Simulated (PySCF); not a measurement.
Which orbitals make which state

Species: aminodiethylborane, C4H12BN.
Geometry (PBE0-D3(BJ)/def2-SVP, Å), atoms numbered from 1 in this order:
```xyz
18
C4H12BN angstrom
C     -1.8167   -0.7978    0.5489
C     -1.0386    0.4994    0.7889
B      0.0144    0.7826   -0.3698
N     -0.4203    1.4438   -1.5256
C      1.5318    0.3294   -0.2556
C      1.7517   -1.0918    0.2587
H     -2.5531   -0.9955    1.3448
H     -2.3663   -0.7656   -0.4057
H     -1.1472   -1.6711    0.5016
H     -0.5288    0.4434    1.7663
H     -1.7521    1.3396    0.8655
H      0.1783    1.6165   -2.3226
H     -1.3640    1.7888   -1.6451
H      2.0094    1.0386    0.4489
H      2.0619    0.4713   -1.2145
H      1.2814   -1.2424    1.2437
H      2.8207   -1.3338    0.3706
H      1.3198   -1.8428   -0.4224
```

Level of theory: TDDFT PBE0/def2-SVPD, vertical, gas phase, core orbitals frozen in the response in PySCF 2.14.0, density-fitted response routines.

Orbital energies (eV): HOMO-3 -9.33, HOMO-2 -8.79, HOMO-1 -8.09, HOMO -7.79, LUMO 0.30, LUMO+1 0.77, LUMO+2 1.40.

Computed singlets:

```
state  E (eV)       f
   S1    6.86  0.0008
   S2    7.12   0.034
   S3    7.18   0.019
   S4    7.94   0.130
   S5    7.94   0.014
   S6    8.11   0.018
   S7    8.20   0.014
   S8    8.30   0.042
   S9    8.36  0.0092
  S10    8.41   0.020
```

Question: Which orbital pair leads each of S1, S2, S4, S5, S6 and S9, and how does its energy difference Δε compare with the excitation energy?

Answer: 

```
state  leading configuration  weight  Δε (eV)  E (eV)  E − Δε (eV)       f        other configurations
   S1              HOMO→LUMO    0.60     8.08    6.86        -1.22  0.0008                 H→L+1 (34%)
   S2            HOMO-1→LUMO    0.88     8.39    7.12        -1.27   0.034                H-1→L+1 (9%)
   S4          HOMO-1→LUMO+1    0.78     8.86    7.94        -0.93   0.130                  H-1→L (8%)
   S5            HOMO-2→LUMO    0.66     9.09    7.94        -1.15   0.014  H→L+2 (15%), H-2→L+1 (11%)
   S6            HOMO→LUMO+2    0.61     9.19    8.11        -1.08   0.018                 H→L+3 (19%)
   S9          HOMO-1→LUMO+2    0.71     9.49    8.36        -1.14  0.0092                H-1→L+5 (8%)
```

E − Δε runs from -1.27 to -0.93 eV. Among themselves, these states come in the order of their orbital differences.

H and L stand for HOMO and LUMO. The other states: S3 7.18 eV, f 0.019, H→L+1 (55%), H→L (38%); S7 8.20 eV, f 0.014, H→L+3 (62%), H-2→L+1 (15%), H→L+2 (14%); S8 8.30 eV, f 0.042, H-2→L+1 (58%), H-2→L (15%); S10 8.41 eV, f 0.020, H→L+4 (90%).

Triplets (Tamm–Dancoff): T1 6.39 eV, H-1→L+1 (52%), H-1→L (18%), H-1→L+3 (13%); T2 6.44 eV, H→L+1 (49%), H→L (27%), H→L+3 (10%); T3 6.88 eV, H-1→L (68%), H-1→L+1 (26%); T4 7.03 eV, H→L (67%), H→L+1 (27%).

Summed over the main configurations (up to three a state, each over 8%) of all 10 singlets, the electron leaves HOMO with weight 4.48, HOMO-1 with weight 2.61 and HOMO-2 with weight 1.65.

All these states lie below the vertical ionisation energy of 9.69 eV (ΔSCF).

On one thread, Arm Neoverse V1, shared host, this took 3.5 min of wall time.

One conformer stands for the species.
